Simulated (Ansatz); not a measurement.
Consider the ligand exchange at a Ge–S bond: `[OH][Ge][SH]` + HBr → `[OH][Ge][Br]` + H₂S.

Gas-phase electronic energies from Ansatz, PBE0-D4/def2-TZVP geometries. CBS: MP2 limit from def2 TZ/QZ plus the TZ coupled-cluster correction, frozen cores. This one scheme is used for every species. DFT in def2-TZVPP. For Br, Ge outer-core shells are correlated without core-valence functions, which leaves a few kJ/mol of doubt a bond. Scalar relativity is left out up to krypton. One conformer a species, not always the lowest.

`[OH][Ge][SH]`:

```xyz
5

O     0.081   -1.714   -0.188
Ge    0.417   -0.178   -1.028
S    -0.251    1.225    0.613
H    -0.281   -1.661    0.701
H     0.034    2.328   -0.099
```

HBr:

Z-matrix (Å, degrees):
```
Br
H 1 1.420
```

`[OH][Ge][Br]`:

Z-matrix (Å, degrees):
```
O
Ge 1 1.771
H 1 0.963 2 115.4
Br 2 2.376 1 98.8 3 -0.0
```

H₂S:

Cartesian coordinates in Å:
```
S 0.127 0.599 0.092
H 0.260 -0.229 -0.955
H -0.388 -0.370 0.863
```

| level | ΔE (kJ/mol) |
| --- | --- |
| PBE-D4 | -41.1 |
| r2SCAN | -42.3 |
| PBE0 | -43.4 |
| r2SCAN0 | -44.0 |
| CAM-B3LYP | -46.7 |
| HF/def2-SVP | -51.3 |
| HF/def2-TZVPP | -53.9 |
| SCS-MP2/def2-QZVPP | -43.7 |

Q: What does CCSD(T)/CBS give? (Estimate.)

A: Ansatz gave: -42.7 kJ/mol. The listed levels differ from it by 1.6, 0.4, -0.7, -1.3, -4.0, -8.6, -11.2, -1.0 kJ/mol.

Q: What do rigid-rotor, harmonic-oscillator terms from PBE0-D4/def2-TZVP frequencies (298.15 K, 1 bar) make of the CCSD(T)/CBS value? (Best estimate.)

A: Ansatz gave: ΔZPE = +1.5 kJ/mol, ΔH = -41.2 kJ/mol, ΔS = 10 J/(mol·K), ΔG = -44.1 kJ/mol.

Largest T1 diagnostic among the species: 0.015.

Leaving LDA and LC-ωPBE aside and taking each functional with its dispersion term where it has one, the values, not all of them listed here, spread over 8.7 kJ/mol, from BHLYP-D4 to revPBE-D4. LDA lies +3.9 kJ/mol from PBE without D4. From BLYP to BHLYP (50 % exact exchange), in def2-TZVPP and without D4, ΔE moves by −3.3 kJ/mol. In def2-TZVPP, CCSD(T) changes the Hartree–Fock value by +12.9 kJ/mol (the triples alone add +1.9 kJ/mol) and MP2 by +12.2 kJ/mol.
